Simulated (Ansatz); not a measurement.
Compare A (`BC(=N)CF`) with its isomer B (`C=NB(C)F`).

Computed with Ansatz on PBE0-D4/def2-TZVP structures; ΔE is electronic, products minus reactants. CCSD(T)/CBS is the MP2 limit (def2-TZVPP, def2-QZVPP) plus CCSD(T) − MP2 in def2-TZVPP, frozen cores. Functionals use def2-TZVPP. B3LYP here is the variant with VWN-RPA as its local correlation; programs differ in this. One conformer a species, not always the lowest.

Problem. Which is lower in electronic energy at CCSD(T)/CBS, and by how much? (Estimate.)

Solution. Ansatz gave: B, by 354.3 kJ/mol.

Problem. Give E(B) − E(A) in kJ/mol with CCSD(T)/def2-TZVPP, HF/def2-TZVPP, r2SCAN-D4, B2PLYP, MP2/def2-TZVPP, PBE-D4, B3LYP-D4. (Estimate.)

Solution. The calculation gave: CCSD(T)/def2-TZVPP -352.6, HF/def2-TZVPP -346.6, r2SCAN-D4 -363.7, B2PLYP -360.3, MP2/def2-TZVPP -362.7, PBE-D4 -356.8, B3LYP-D4 -358.8. None reverses the order clearly.

Problem. Does the order hold for the free energy at 298.15 K (harmonic terms from PBE0-D4)? (An estimate is asked.)

Solution. Ansatz gave: Yes: G(B) − G(A) = -349.1 kJ/mol, for one conformer each.

Largest T1 diagnostic: 0.013.

In def2-TZVPP, CCSD(T) changes the Hartree–Fock value by −6.0 kJ/mol (the triples alone add +0.0 kJ/mol) and MP2 by −16.1 kJ/mol. At CCSD(T), def2-SVP lies −11.5 kJ/mol from the extrapolated value and def2-TZVPP +1.7 kJ/mol.
